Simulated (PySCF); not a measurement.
Potential energy curve for SMILES BB (H4B2), singlet. The B1–B4 bond (B1 also carries H, H; B4 carries H, H) is stretched with both fragments frozen at the PBE0/def2-TZVP optimised geometry.

Methods: CASSCF(2,2)/cc-pVDZ (PySCF); UCCSD(T) = CCSD(T) on UHF/cc-pVDZ, 2 core orbitals frozen (PySCF 2.14.0).

Energies relative to the lowest point of each curve near equilibrium, in mEh:

```csv
R / Å,"CASSCF(2,2)"
1.22,159.6
1.54,10.6
1.63,1.8
1.69,0.0
1.73,0.2
1.79,2.0
2.02,20.1
2.20,39.5
2.42,63.7
2.90,106.7
3.58,137.4
4.86,147.4
```

Problem. Estimate the UCCSD(T) values at these points.

Solution. 1.22: 151.0; 1.54: 7.7; 1.63: 0.7; 1.69: 0.0; 1.73: 0.9; 1.79: 3.7; 2.02: 25.3; 2.20: 47.3; 2.42: 74.4; 2.90: 124.7; 3.58: 162.2; 4.86: 168.8 (mEh).

The unrestricted determinant behind UCCSD(T) is spin-contaminated at 2.69 to 5.69 Å (<S²> up to 1.0, against 0.00 for a pure singlet).
